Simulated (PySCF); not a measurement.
**State search for SbCl**

Unrestricted PBE0; Sb def2-SVPD with ECP28, Cl def2-SVPD; scalar-relativistic core potentials (PySCF 2.14). Outer shells of the fragments: Sb 4d10 5s2 5p3; Cl 3s2 3p5.

Followed along the bond (rough minima from three points):

| 2Ms+1 | unpaired | ⟨S²⟩ at the start | R at minimum (Å) | Te (eV) |
| --- | --- | --- | --- | --- |
| 3 | π ↑↑ | 2.00 | 2.39 | 0.00 |
| 1 | π ↑↓ | 1.01 | 2.39 | 0.32 |
| 1 | none | 0.00 | 2.38 | 1.24 |
| 5 | σ ↑↑, π ↑↑ | 6.00 | none in the scan | ≤ 4.67 |

Solutions found at the starting distance of 2.335 Å, counted from the lowest of them; the search is not exhaustive and high or unbound solutions are not listed, so other states can lie among these:

```csv
2Ms+1,unpaired,term,E (eV),⟨S²⟩,⟨Lz²⟩,μ (D)
3,π ↑↑,³Σ⁻,0.00,2.00,0.00,-2.16
1,π ↑↓,mixed,0.32,1.01,2.02,-2.08
1,none,mixed,1.23,0.00,2.00,-1.83
3,"σ ↑, π ↑",³Π,2.85,2.01,1.01,-1.63
1,"σ ↑, π ↓",mixed,3.12,1.01,1.01,-1.47
3,π ↑↑,mixed,5.35,2.01,2.01,2.95
```

A term symbol is given only where ⟨S²⟩ and ⟨Lz²⟩ are close to those of a pure state; real π, δ and φ orbitals otherwise mix terms. A positive dipole means Sb(−)Cl(+).

Spin–orbit coupling is left out. Counting both spins, an empty level lies below a filled one in some of these solutions, because spin and occupation are held.
